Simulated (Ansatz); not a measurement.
Al(NH2)3 (AlN3H6), relaxed as a singlet with RKS r2SCAN-D4/def2-SVP in Ansatz, starting from the GFN2-xTB geometry. Force threshold 0.02 eV/Å.

Start:

```xyz
10

Al    0.001   -0.001   -0.002
N    -0.067   -1.348    1.161
H    -0.471   -2.256    0.985
H     0.286   -1.322    2.106
N     0.756    1.541    0.469
H     0.825    2.364   -0.112
H     1.182    1.732    1.364
N    -0.687   -0.195   -1.632
H    -1.134   -1.027   -1.986
H    -0.690    0.512   -2.353
```

| step | energy (eV) | largest force component (eV/Å) | SCF passes |
| --- | --- | --- | --- |
| 1 | -11158.8710 | 0.259 | 24 |
| 2 | -11158.8738 | 0.063 | 29 |
| 3 | -11158.8740 | 0.007 | 29 |
| 4 | -11158.8740 | 0.006 | 21 |
| 5 | -11158.8740 | 0.006 | 22 |
| 6 (rejected) | -11158.8627 | 0.643 | 32 |
| 7 | -11158.8746 | 0.032 | 26 |
| 8 (rejected) | -11158.8733 | 0.327 | 27 |
| 9 | -11158.8752 | 0.029 | 27 |
| 10 | -11158.8764 | 0.114 | 26 |
| 11 | -11158.8768 | 0.202 | 26 |
| 12 | -11158.8814 | 0.005 | 26 |

Force components are those of the run's own axes.

End:

```csv
atom,x (Å),y (Å),z (Å)
Al1,0.001,0.001,0.001
N2,-0.067,-1.348,1.159
H3,-0.270,-2.314,0.922
H4,0.088,-1.275,2.158
N5,0.755,1.542,0.470
H6,0.651,2.420,-0.027
H7,1.355,1.684,1.275
N8,-0.686,-0.193,-1.627
H9,-1.320,-0.932,-1.913
H10,-0.508,0.417,-2.418
```

By distances, no bond broke or formed. The bond that changes most is N8–H9, from 1.01 to 1.01 Å (atoms count from 1).

The force fell under the threshold at step 3, but the optimiser went on and released 0.007 eV more. No frequencies were taken in this run, so the end may be a saddle point.

Run time 27 s (2 threads of Arm Neoverse V2 on a shared host).
